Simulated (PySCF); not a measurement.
Te(SH)(SiMe3), C3H10SSiTe, SMILES S[Te][Si](C)(C)C (GFN2-xTB optimised geometry):

```
16

Te    -1.581     1.705     0.000
S     -0.620     2.208     2.149
H     -1.705     2.016     2.886
Si    -0.726    -0.698     0.000
C      1.181    -0.698     0.000
C     -1.416    -1.482    -1.589
C     -1.378    -1.605     1.548
H      1.581    -1.705     0.073
H      1.576    -0.247    -0.906
H      1.560    -0.128     0.844
H     -1.080    -0.947    -2.471
H     -2.501    -1.481    -1.595
H     -1.085    -2.510    -1.679
H     -2.465    -1.623     1.573
H     -1.034    -1.109     2.452
H     -1.028    -2.632     1.583
```

Calculation: B3LYP/def2-TZVP, def2 effective core potentials past Kr in PySCF 2.14.0.

### Question
What are the frontier orbital energies and the dipole moment?

### Answer
HOMO-2 -8.22 eV, HOMO-1 -6.61 eV, HOMO -6.06 eV, LUMO -1.83 eV, LUMO+1 -0.04 eV; dipole moment 2.19 D.

On the same geometry PBE/def2-TZVP, def2 effective core potentials past Kr run with PySCF gives HOMO-2 -7.27 eV, HOMO-1 -5.72 eV, HOMO -5.24 eV, LUMO -2.45 eV, LUMO+1 -0.63 eV; dipole moment 2.15 D.
